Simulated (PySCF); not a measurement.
H9N3Si3, triplet, at the geometry of the source list (a higher spin typed on purpose: for a closed-shell molecule this is an excited state), atoms displaced at random by about 0.08 Å a coordinate; R2SCAN/STO-3G, gradient in PySCF.

PySCF was given this input:
```python
from pyscf import gto, scf, dft

mol = gto.M(
    atom='''
Si    1.624882   -0.480818   -0.540864
N     0.501886   -1.514794    0.165104
Si   -1.278401   -1.262743    0.486559
N    -1.447288    0.426179    0.611615
Si   -0.617452    1.711641   -0.215551
N     0.991171    1.207927   -0.201180
H     1.818449   -0.753071   -2.029251
H     2.899034   -0.614985    0.100707
H     0.851232   -2.474587    0.319661
H    -1.877287   -1.848534   -0.558394
H    -1.492712   -1.960047    1.860373
H    -2.374589    0.717068    0.805298
H    -0.521008    2.681066    0.791849
H    -1.032557    2.300671   -1.290252
H     1.736531    1.938301   -0.465888
''',
    basis='sto-3g',
    charge=0,
    spin=2,
    verbose=4,
)

mf = dft.UKS(mol)
mf.xc = 'r2scan'
mf.kernel()
g = mf.nuc_grad_method()
grad = g.kernel()
```

The log (banner, timings and long lists left out):

```
PySCF version 2.14.0

[INPUT] verbose = 4
[INPUT] num. atoms = 15
[INPUT] num. electrons = 72
[INPUT] charge = 0
[INPUT] spin (= nelec alpha-beta = 2S) = 2
[INPUT] symmetry False subgroup None
[INPUT] Mole.unit = angstrom
[INPUT] Symbol           X                Y                Z      unit          X                Y                Z       unit  Magmom
[...]
nuclear repulsion = 472.428952203789
number of shells = 33
number of NR pGTOs = 153
number of NR cGTOs = 51
basis = sto-3g
ecp = {}

******** <class 'pyscf.dft.uks.UKS'> ********
method = UKS
initial guess = minao
damping factor = 0
level_shift factor = 0
DIIS = <class 'pyscf.scf.diis.CDIIS'>
diis_start_cycle = 1
diis_space = 8
diis_damp = 0
SCF conv_tol = 1e-09
SCF conv_tol_grad = None
SCF max_cycles = 50
direct_scf = True
direct_scf_tol = 1e-13
number electrons alpha = 37  beta = 35
XC library pyscf.dft.libxc version 7.1.2
    S. Lehtola, C. Steigemann, M. J. T. Oliveira, and M. A. L. Marques,  SoftwareX 7, 1–5 (2018)
XC functionals = r2scan
    J. W. Furness, A. D. Kaplan, J. Ning, J. P. Perdew, and J. Sun,  J. Phys. Chem. Lett. 11, 8208–8215 (2020)
    J. W. Furness, A. D. Kaplan, J. Ning, J. P. Perdew, and J. Sun,  J. Phys. Chem. Lett. 11, 9248–9248 (2020)
    J. W. Furness, A. D. Kaplan, J. Ning, J. P. Perdew, and J. Sun,  J. Phys. Chem. Lett. 11, 8208–8215 (2020)
    J. W. Furness, A. D. Kaplan, J. Ning, J. P. Perdew, and J. Sun,  J. Phys. Chem. Lett. 11, 9248–9248 (2020)
radial grids:
    Treutler-Ahlrichs [JCP 102, 346 (1995); DOI:10.1063/1.469408] (M4) radial grids

becke partition: Becke, JCP 88, 2547 (1988); DOI:10.1063/1.454033
pruning grids: <function nwchem_prune>
grids dens level: 3
symmetrized grids: False
atomic radii adjust function: <function treutler_atomic_radii_adjust>
small_rho_cutoff = 0
Set gradient conv threshold to 3.16228e-05
tot grids = 187520
init E= -1026.08195292623

cycle= 1 E= -1025.24243863006  delta_E= 0.84  |g|= 0.627  |ddm|= 3.97

cycle= 2 E= -1024.26310897785  delta_E= 0.979  |g|= 1.25  |ddm|= 4.53

cycle= 3 E= -1025.27467667901  delta_E= -1.01  |g|= 0.522  |ddm|= 4.47

cycle= 4 E= -1025.25768972763  delta_E= 0.017  |g|= 0.52  |ddm|= 3.75

cycle= 5 E= -1025.16345764112  delta_E= 0.0942  |g|= 0.557  |ddm|= 3.82

cycle= 6 E= -1025.42230291444  delta_E= -0.259  |g|= 0.334  |ddm|= 3.52

cycle= 7 E= -1025.43249696419  delta_E= -0.0102  |g|= 0.309  |ddm|= 0.252

cycle= 8 E= -1025.4990160836  delta_E= -0.0665  |g|= 0.188  |ddm|= 1.12

cycle= 9 E= -1025.41347329122  delta_E= 0.0855  |g|= 0.301  |ddm|= 1.58

cycle= 10 E= -1025.37756442497  delta_E= 0.0359  |g|= 0.385  |ddm|= 1.85

cycle= 11 E= -1025.37998147726  delta_E= -0.00242  |g|= 0.375  |ddm|= 1.19

cycle= 12 E= -1025.48675750141  delta_E= -0.107  |g|= 0.218  |ddm|= 0.889

cycle= 13 E= -1025.5164499006  delta_E= -0.0297  |g|= 0.122  |ddm|= 1.18

cycle= 14 E= -1025.5212793681  delta_E= -0.00483  |g|= 0.105  |ddm|= 0.591

cycle= 15 E= -1025.52610384909  delta_E= -0.00482  |g|= 0.0831  |ddm|= 0.379

cycle= 16 E= -1025.52656621977  delta_E= -0.000462  |g|= 0.0807  |ddm|= 0.205

cycle= 17 E= -1025.52685107231  delta_E= -0.000285  |g|= 0.079  |ddm|= 0.129

cycle= 18 E= -1025.52698046214  delta_E= -0.000129  |g|= 0.0762  |ddm|= 0.322

cycle= 19 E= -1025.52860654011  delta_E= -0.00163  |g|= 0.0653  |ddm|= 0.163

cycle= 20 E= -1025.27567906934  delta_E= 0.253  |g|= 0.488  |ddm|= 1.55

cycle= 21 E= -1025.53142122347  delta_E= -0.256  |g|= 0.0322  |ddm|= 1.51

cycle= 22 E= -1025.27903780851  delta_E= 0.252  |g|= 0.482  |ddm|= 1.52

cycle= 23 E= -1025.27741892329  delta_E= 0.00162  |g|= 0.484  |ddm|= 0.0377

cycle= 24 E= -1025.27298833376  delta_E= 0.00443  |g|= 0.489  |ddm|= 0.058

cycle= 25 E= -1025.27548517931  delta_E= -0.0025  |g|= 0.489  |ddm|= 0.0498

cycle= 26 E= -1025.27517609764  delta_E= 0.000309  |g|= 0.487  |ddm|= 0.073

cycle= 27 E= -1025.30941546419  delta_E= -0.0342  |g|= 0.46  |ddm|= 0.248

cycle= 28 E= -1025.4973277418  delta_E= -0.188  |g|= 0.205  |ddm|= 0.896

cycle= 29 E= -1025.4646763279  delta_E= 0.0327  |g|= 0.284  |ddm|= 0.22

cycle= 30 E= -1025.52475092594  delta_E= -0.0601  |g|= 0.0884  |ddm|= 1.27

cycle= 31 E= -1025.53286349123  delta_E= -0.00811  |g|= 0.0146  |ddm|= 0.614

cycle= 32 E= -1025.53283882983  delta_E= 2.47e-05  |g|= 0.0152  |ddm|= 0.17

cycle= 33 E= -1025.53194373648  delta_E= 0.000895  |g|= 0.0334  |ddm|= 0.124

cycle= 34 E= -1025.53259508048  delta_E= -0.000651  |g|= 0.0217  |ddm|= 0.0672

cycle= 35 E= -1025.53297200012  delta_E= -0.000377  |g|= 0.00973  |ddm|= 0.066

cycle= 36 E= -1025.53269390016  delta_E= 0.000278  |g|= 0.0204  |ddm|= 0.126

cycle= 37 E= -1025.5320226095  delta_E= 0.000671  |g|= 0.0339  |ddm|= 0.0547

cycle= 38 E= -1025.53219813102  delta_E= -0.000176  |g|= 0.031  |ddm|= 0.0154

cycle= 39 E= -1025.53226972766  delta_E= -7.16e-05  |g|= 0.0297  |ddm|= 0.00469

cycle= 40 E= -1025.53206925969  delta_E= 0.0002  |g|= 0.0332  |ddm|= 0.0124

cycle= 41 E= -1025.53289289388  delta_E= -0.000824  |g|= 0.014  |ddm|= 0.0697

cycle= 42 E= -1025.53300146384  delta_E= -0.000109  |g|= 0.00897  |ddm|= 0.0211

cycle= 43 E= -1025.53306090895  delta_E= -5.94e-05  |g|= 0.00414  |ddm|= 0.0518

cycle= 44 E= -1025.53307659541  delta_E= -1.57e-05  |g|= 0.000476  |ddm|= 0.0145

cycle= 45 E= -1025.5330767469  delta_E= -1.51e-07  |g|= 0.000283  |ddm|= 0.000968

cycle= 46 E= -1025.53307681651  delta_E= -6.96e-08  |g|= 5.44e-05  |ddm|= 0.00112

cycle= 47 E= -1025.53307681922  delta_E= -2.71e-09  |g|= 1.34e-05  |ddm|= 0.000183

cycle= 48 E= -1025.53307681928  delta_E= -6.18e-11  |g|= 1.02e-05  |ddm|= 0.000124

Extra cycle  E= -1025.53307660025  delta_E= 2.19e-07  |g|= 0.000477  |ddm|= 0.00206
SCF not converged.
SCF energy = -1025.53307660025 after 50 cycles  <S^2> = 2.0031688  2S+1 = 3.0021118

WARN: Ground state UKS not converged

******** <class 'pyscf.grad.uks.Gradients'> for <class 'pyscf.dft.uks.UKS'> ********
unit = Eh/Bohr
grid_response = False
--------------- UKS gradients ---------------
         x                y                z
0 Si    -0.0435605290     0.0467344928     0.0400633914
1 N     0.0417264901     0.0233693740    -0.0145070787
2 Si    -0.0924232082     0.0139376915    -0.0780568125
3 N    -0.0267018967    -0.0054517630     0.0295660054
4 Si     0.0704018901    -0.0078117751    -0.1092666768
5 N    -0.0650807069    -0.0318590342     0.0095987641
6 H    -0.0038927732     0.0117137635    -0.0109656320
7 H    -0.0152525426     0.0181405111    -0.0024489621
8 H     0.0078336992     0.0123028732    -0.0079182989
9 H     0.0435104118     0.0342477627     0.0511563277
10 H     0.0051114610    -0.0090019064     0.0335655498
11 H     0.0473238833    -0.0107662801    -0.0166166857
12 H     0.0049093867    -0.0294230495    -0.0128626252
13 H     0.0388017047    -0.0379629829     0.0915950913
14 H    -0.0122318371    -0.0255737169    -0.0033470881
----------------------------------------------
```

The run did not converge; its last values are not results.
